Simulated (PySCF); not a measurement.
**Substituent effects on core binding energies**

Parent: `FB(F)[SiH3]`, numbered `[F:1][B:2]([F:3])[SiH3:4]`. One hydrogen on Si4 is replaced. Method: delta-SCF UKS SCAN, pcX-2 on the ionised atom, pcseg-1 elsewhere, spin-free X2C (PySCF 2.14.0). These are vertical core ionisation energies against the vacuum level, from separate self-consistent calculations with and without the core hole. Geometries: PBE0-D3(BJ)/def2-SVP; isolated species, one conformer each.

The parent's lines: B2 B 1s 199.66 eV; F1/F3 F 1s 693.70 eV; Si4 Si 1s 1846.84 eV; Si4 Si 2p3/2 107.14 eV.

Spin–orbit and ligand-field terms were added within each 2p shell after the spin-free SCF. 2p1/2 minus 2p3/2 (ligand field included): Si 0.62 eV.

Task: How do the binding energies of the substituted atom and of the parent's carbons near it change?

Result: Changes against the parent, in eV:

```json
{"substituent": "CH2OCH3", "molecule": "COC[SiH2]B(F)F", "Si 2p3/2 of the substituted atom": "106.63", "its change": "-0.51"}
{"substituent": "CH=NMe", "molecule": "C/N=C\\[SiH2]B(F)F", "Si 2p3/2 of the substituted atom": "106.83", "its change": "-0.31"}
{"substituent": "BCl2", "molecule": "FB(F)[SiH2]B(Cl)Cl", "Si 2p3/2 of the substituted atom": "106.92", "its change": "-0.22"}
{"substituent": "propynyl", "molecule": "CC#C[SiH2]B(F)F", "Si 2p3/2 of the substituted atom": "106.92", "its change": "-0.22"}
{"substituent": "C(S)CH3", "molecule": "CC(=S)[SiH2]B(F)F", "Si 2p3/2 of the substituted atom": "106.95", "its change": "-0.19"}
{"substituent": "CHF2", "molecule": "FB(F)[SiH2]C(F)F", "Si 2p3/2 of the substituted atom": "107.34", "its change": "+0.20"}
{"substituent": "CF=CF2", "molecule": "FB(F)[SiH2]C(F)=C(F)F", "Si 2p3/2 of the substituted atom": "107.42", "its change": "+0.28"}
```

At the substituted atom the change runs from -0.51 eV (CH2OCH3) to +0.28 eV (CF=CF2).

Task: List all computed levels of each derivative.

Result: 
- `COC[SiH2]B(F)F`: C 1s: 291.73 (area 1), 292.29 (area 1) eV; O 1s: 538.64 eV; F 1s: 693.33 eV; Si 1s: 1846.33 eV; Si 2p3/2: 106.63 eV
- `C/N=C\[SiH2]B(F)F`: C 1s: 291.35 (area 1), 291.65 (area 1) eV; N 1s: 404.90 eV; F 1s: 693.50 eV; Si 1s: 1846.52 eV; Si 2p3/2: 106.83 eV
- `FB(F)[SiH2]B(Cl)Cl`: B 1s: 198.32 (area 1), 199.39 (area 1) eV; F 1s: 693.68 eV; Si 1s: 1846.57 eV; Si 2p3/2: 106.92 eV; Cl 1s: 2829.29 eV; Cl 2p3/2: 206.72 eV
- `CC#C[SiH2]B(F)F`: B 1s: 199.11 eV; C 1s: 289.76 (area 1), 290.50 (area 1), 291.81 (area 1) eV; F 1s: 693.44 eV; Si 1s: 1846.73 eV; Si 2p3/2: 106.92 eV
- `CC(=S)[SiH2]B(F)F`: C 1s: 291.25 eV; F 1s: 693.61 eV; Si 1s: 1846.66 eV; Si 2p3/2: 106.95 eV; S 1s: 2476.50 eV
- `FB(F)[SiH2]C(F)F`: B 1s: 199.78 eV; C 1s: 295.23 eV; F 1s: 693.28 (area 2), 693.91 (area 2) eV; Si 1s: 1847.00 eV; Si 2p3/2: 107.34 eV
- `FB(F)[SiH2]C(F)=C(F)F`: C 1s: 292.97 (area 1), 295.68 (area 1) eV; F 1s: 693.43 (area 1), 693.88 (area 2), 694.54 (area 1), 694.67 (area 1) eV; Si 1s: 1847.14 eV; Si 2p3/2: 107.42 eV

Areas count equivalent atoms. Spin–orbit coupling isn't in the SCF: each 2p doublet comes from a relaxed spin-free hole plus a matrix of the shell (mean-field spin–orbit coupling and the ground-state 2p splitting), with 2p3/2 averaged over its two sublevels. 4 of these hole states are spin-contaminated (⟨S²⟩ up to 0.98, against 0.75; counted from 0.85) and less certain. Lists may lack sites without a reliable hole state.
